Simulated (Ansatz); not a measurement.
Zn7H20Se7. Total charge 0; triplet. Geometry r2SCAN-D4/def2-SVP, that of the neutral singlet; atoms count from 1.

```xyz
34

Zn   -2.011    0.966   -1.383
Zn    3.568    0.634    1.007
Zn   -1.495   -1.285   -3.270
Zn   -1.294    3.051    0.121
Zn   -2.312   -0.547    2.566
Zn   -0.900   -3.118    0.919
Zn   -2.455   -2.519   -1.115
Se    2.420    2.961    1.220
Se    0.487    1.598   -1.152
Se   -3.362   -0.557    0.084
Se    3.411    0.059   -1.532
Se    1.634   -0.857    1.807
Se    0.140   -1.946   -1.286
Se   -0.888    1.485    2.128
H    -2.101    0.297   -2.888
H    -2.587    2.457   -0.901
H     4.988    0.515    1.634
H    -0.910   -1.535   -4.690
H    -1.117    4.576    0.374
H    -3.196   -0.681    3.834
H    -1.436   -1.728    1.716
H     0.115   -4.152    1.498
H    -2.800   -2.400   -2.705
H    -2.304   -3.732   -0.023
H     3.205    3.537    0.111
H     3.465    3.401    2.183
H     0.401    2.223   -2.482
H    -4.610   -0.159   -0.594
H     3.733    1.431   -1.959
H     4.854   -0.302   -1.593
H     2.473   -2.075    1.762
H     1.987   -0.624    3.223
H     0.326   -3.317   -1.803
H    -1.429    2.344    3.191
```

Single mean-field runs in def2-TZVP are fitted with def2-universal-jkfit. In the triplet geometry the species has come apart into loosely held pieces. At PBE0-D4/def2-TZVP a singlet of charge 0 lies 4.67 eV below the triplet at the same geometry.

Problem. Estimate the Mulliken populations of the heavy atoms from the PBE0/def2-TZVP orbitals of Ansatz.

Solution. 
```tsv
atom	charge (e)	spin (α − β)	d electrons
Zn1	0.11	0.20	10.06
Zn2	0.20	0.01	10.06
Zn3	0.10	0.00	10.04
Zn4	0.17	-0.01	10.04
Zn5	0.02	0.01	10.06
Zn6	0.01	0.01	10.05
Zn7	0.20	0.01	10.06
Se8	-0.19	0.09	–
Se9	-0.18	0.61	–
Se10	-0.22	0.02	–
Se11	-0.16	0.02	–
Se12	-0.15	0.01	–
Se13	-0.39	0.12	–
Se14	-0.37	0.07	–
```
Mulliken values depend strongly on the basis.

Problem. Where does the spin sit?

Solution. Summed by element: Zn 0.22, Se 0.94, H 0.84, of 2 unpaired in all. Largest on single atoms: Se9 0.61, H27 0.26, Zn1 0.20.

Problem. And the Mayer bond orders between heavy atoms (over 0.3)?

Solution. Zn1–Se9 0.37 (2.59 Å); Zn1–Se10 0.58 (2.51 Å); Zn2–Se8 0.52 (2.60 Å); Zn2–Se11 0.47 (2.61 Å); Zn2–Se12 0.52 (2.57 Å); Zn3–Se13 0.45 (2.65 Å); Zn4–Se9 0.43 (2.63 Å); Zn4–Se14 0.63 (2.58 Å); Zn5–Se10 0.34 (2.70 Å); Zn5–Se14 0.60 (2.52 Å); Zn6–Se13 0.35 (2.70 Å); Zn7–Se10 0.61 (2.47 Å); Zn7–Se13 0.35 (2.66 Å).
